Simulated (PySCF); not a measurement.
Al(Me)2(H) anion (C2H7Al), SMILES [CH3][AlH][CH3] (connectivity only; charge and spin as stated), charge -1, multiplicity 2. Atoms are numbered in the order given.

```xyz
10

Al    -0.1592    -0.6623     0.0000
C      0.0421     0.4994    -1.6579
H     -0.0051    -0.0772    -2.5991
H     -0.7324     1.2854    -1.7223
H      1.0228     1.0187    -1.6468
C      0.0421     0.4994     1.6579
H     -0.0051    -0.0772     2.5991
H      1.0228     1.0187     1.6468
H     -0.7324     1.2854     1.7223
H      0.9937    -1.8361     0.0000
```
Charge -1, spin multiplicity 2.

The structure is a stationary point at B3LYP-D3(BJ)/def2-SVPD. The spin state was assumed, not searched. The isomer is the one that the SMILES or the coordinates give; other isomers of the formula were not compared.

These are B3LYP-D3(BJ)/def2-SVPD in PySCF values and carry that method's errors.

Frequencies are harmonic and unscaled.

| mode | ν (cm⁻¹) | IR (km/mol) | moving atoms (share of kinetic energy) |
|---|---|---|---|
| 1 | 122 | 0.1 | H 98 % |
| 2 | 132 | 0.1 | H 88 % |
| 3 | 154 | 0.3 | H 41 %, C 39 %, Al 19 % |
| 4 | 419 | 56.4 | H 96 % |
| 5 | 461 | 12.2 | H 96 % |
| 6 | 509 | 36.5 | C 57 %, Al 24 %, H 20 % |
| 7 | 530 | 23.6 | H 69 %, C 23 % |
| 8 | 577 | 16.9 | H 35 %, C 34 %, Al 31 % |
| 9 | 684 | 79.6 | H 69 %, C 23 % |
| 10 | 708 | 173.3 | H 72 %, C 18 %, Al 10 % |
| 11 | 718 | 95.8 | H 83 %, C 12 % |
| 12 | 1149 | 29.8 | H 79 %, C 21 % |
| 13 | 1150 | 5.7 | H 80 %, C 20 % |
| 14 | 1410 | 2.2 | H 95 % |
| 15 | 1414 | 4.7 | H 95 % |
| 16 | 1414 | 1.2 | H 95 % |
| 17 | 1422 | 0.6 | H 95 % |
| 18 | 1646 | 480.7 | H 97 % |
| 19 | 2943 | 90.6 | H 96 % |
| 20 | 2944 | 147.2 | H 96 % |
| 21 | 3017 | 7.8 | H 92 %, C 8 % |
| 22 | 3019 | 87.2 | H 92 %, C 8 % |
| 23 | 3045 | 26.2 | H 91 %, C 9 % |
| 24 | 3045 | 57.4 | H 91 %, C 9 % |
